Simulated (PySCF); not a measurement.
A run for PySCF: U-HF/LANL2DZ on GeH2 (SMILES [GeH2]), a point of a bond scan (R = 1.599 Å).

```python
from pyscf import gto, scf, dft, mp
from pyscf.data.elements import chemcore

mol = gto.M(
    atom='''
    Ge    0.00662121   -0.00051204    0.06580777
    H    -0.12324177   -1.12902996   -1.06003192
    H    -0.08863693    1.14541518   -1.04581664
    ''',
    basis='lanl2dz',
    ecp={'Ge': 'lanl2dz'},
    charge=0, spin=0, verbose=3, max_memory=1800)
mf = scf.UHF(mol)
mf.conv_tol = 1e-8
mf.max_cycle = 100
mf.init_guess_breaksym = True
mf.kernel()
if not mf.converged:
    mf = mf.newton().run(mf.mo_coeff, mf.mo_occ)
for _ in range(4):
    mo, _, stable, _ = mf.stability(return_status=True)
    if stable:
        break
    mf.kernel(mf.make_rdm1(mo, mf.mo_occ))
```

It printed:

```
converged SCF energy = -4.73367476951643  <S^2> = 4.7100102e-12  2S+1 = 1
<class 'pyscf.scf.uhf.UHF'> wavefunction is stable in the internal stability analysis
```

The calculation finished and met its thresholds.

Cost: roughly 0.15 core-seconds.
